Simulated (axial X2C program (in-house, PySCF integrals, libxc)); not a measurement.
SrTe⁺ along the bond: PBE0, with spin–orbit coupling

Calculated with an in-house all-electron X2C program for linear molecules (integrals from PySCF). Two-component (2c) means X2C with spin–orbit coupling and atomic mean-field two-electron Coulomb and Gaunt terms. Basis: Te dyall-cv3z [11s12p8d4f1g], Sr dyall-cv3z [13s12p8d5f1g] (cores contracted in-house); Gaussian nuclei, density fitting, unrestricted open shells. Masses: Te 129.906 u, Sr 87.906 u.

State: Ω = 3/2 (⟨Sz⟩ = 0.50, ⟨Lz⟩ = 1.00 at PBE0). Dipoles are positive if Sr is the positive end and refer to the centre of mass.

Results along the bond:

```
R (Å)   μ (D)  HOMO (eV)  LUMO (eV)
2.565  10.386     -10.49      -8.35
2.683  11.071     -10.28      -8.10
2.771  11.569     -10.13      -7.92
2.860  12.052      -9.97      -7.76
2.948  12.516      -9.83      -7.61
3.051  13.031      -9.67      -7.45
3.154  13.511      -9.53      -7.30
3.287  14.065      -9.37      -7.14
3.449  14.627      -9.20      -7.10
3.685  15.176      -9.04      -7.24
```

The state is a single determinant with fixed occupations, the lowest that a limited PBE0 search found. Density functionals use the spin component along the axis (collinear). The functionals have no current-density term, which raises determinants with orbital currents, atoms included.
